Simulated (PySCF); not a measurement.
**BPb from Hartree–Fock to correlated methods**

State: ⁴Σ⁻ (quartet), unpaired electrons σ ↑, π ↑↑. Set-up: B aug-cc-pVDZ, Pb aug-cc-pVDZ-PP with ECP60; scalar-relativistic core potentials (PySCF 2.14). De refers to B + Pb in their high-spin ground configurations, without counterpoise correction. The functionals are run spin-unrestricted. A positive dipole means B(−)Pb(+).

```
      Level  Re (Å)  ωe (cm⁻¹)  De (eV)  μ (D)  CPU s a point (SCF and correlation, without the integrals)
        UHF   2.264        461     1.16   1.28                                                        0.21
    UHF-MP2   2.245        582     2.21    n/a                                                        0.36
UHF-SCS-MP2   2.255        559     1.84    n/a                                                         n/a
   UHF-CCSD   2.289        482     1.96    n/a                                                         n/a
UHF-CCSD(T)   2.294        482     2.12    n/a                                                          12
        PBE   2.288        482     2.80   1.98                                                        0.71
       TPSS   2.286        485     2.60   1.96                                                         1.8
     r²SCAN   2.269        503     2.70   1.75                                                         1.1
      M06-L   2.268        510     2.84   2.28                                                         1.1
       PBE0   2.259        509     2.53   1.90                                                         1.1
  CAM-B3LYP   2.247        515     2.17   1.83                                                         1.3
     B2PLYP   2.274        503     2.26   1.70                                                        0.76
```

Q: Which functional lies closest to UHF-CCSD(T) in De, which farthest, and by how much do they differ from it?

A: Closest is CAM-B3LYP (-4.7 pm in Re, +6.8 % in ωe, +0.05 eV in De against UHF-CCSD(T) in the same basis), farthest M06-L (-2.6 pm in Re, +5.8 % in ωe, +0.72 eV in De). CCSD(T) converges more slowly with the basis than the functionals do and binds too weakly in this one, so the order can change at the basis-set limit.

Q: What does the step from GGA to meta-GGA do here, going from PBE to r²SCAN?

A: r²SCAN less PBE: -1.9 pm in Re, +4.4 % in ωe, -0.10 eV in De. 

Q: What does second-order correlation do here, going from UHF to UHF-MP2?

A: UHF-MP2 less UHF: -1.9 pm in Re, +26.2 % in ωe, +1.05 eV in De. Correlation nearly always deepens the well. The bond shortens, as in weak, metallic or heavy-atom bonds, where dispersion and the correlation of outer-core electrons pull the atoms together.

Correlated steps freeze 5 core orbitals. Correlated levels converge slowly with the basis: in double zeta they bind strong bonds too weakly, by up to about 1 eV, and carry superposition errors of some tenths. Spin–orbit coupling is left out, which matters for elements this heavy, above all for dissociation energies. B2PLYP dipoles, levels and charges come from its SCF part alone. The state was picked by a PBE0 search and need not be the measured ground state.

The whole job (state search and all levels along the bond) took about 4 min on 1 thread of Arm Neoverse V1 (shared host), peak memory 0.73 GiB.
